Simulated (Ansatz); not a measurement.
Reaction (redistribution): `O[SiH](F)[AlH2]` + `F[CH2][GeH3]` → `O[SiH]([AlH2])CF` + `[F][GeH3]`

Calculated with Ansatz (gas phase, PBE0-D4/def2-TZVP geometries, no zero-point term in ΔE). CBS: MP2 limit from def2 TZ/QZ plus the TZ coupled-cluster correction, frozen cores. Functionals use def2-TZVPP. B3LYP here is the variant with VWN-RPA as its local correlation; programs differ in this. For Ge outer-core shells are correlated without core-valence functions, which leaves a few kJ/mol of doubt a bond. Scalar relativity is left out up to krypton. One conformer a species, not always the lowest.

```json
{"level": "PBE-D4", "ΔE (kcal/mol)": "18.9"}
{"level": "ωB97M-V", "ΔE (kcal/mol)": "20.7"}
{"level": "PBE", "ΔE (kcal/mol)": "19.2"}
{"level": "PBE0", "ΔE (kcal/mol)": "20.1"}
{"level": "B3LYP", "ΔE (kcal/mol)": "20.8"}
{"level": "MP2/def2-TZVPP", "ΔE (kcal/mol)": "21.9"}
{"level": "HF/def2-QZVPP", "ΔE (kcal/mol)": "21.1"}
{"level": "CCSD/CBS(def2)", "ΔE (kcal/mol)": "22.5"}
```

**Question.** What does CCSD(T)/CBS give? (An estimate is asked.)

**Answer.** Computed: +22.1 kcal/mol. The listed levels differ from it by -3.2, -1.4, -2.9, -2.0, -1.3, -0.2, -1.0, 0.4 kcal/mol.

Largest T1 diagnostic among the species: 0.012.

From PBE to PBE0 (25 % exact exchange), in def2-TZVPP and without D4, ΔE moves by +1.0 kcal/mol.
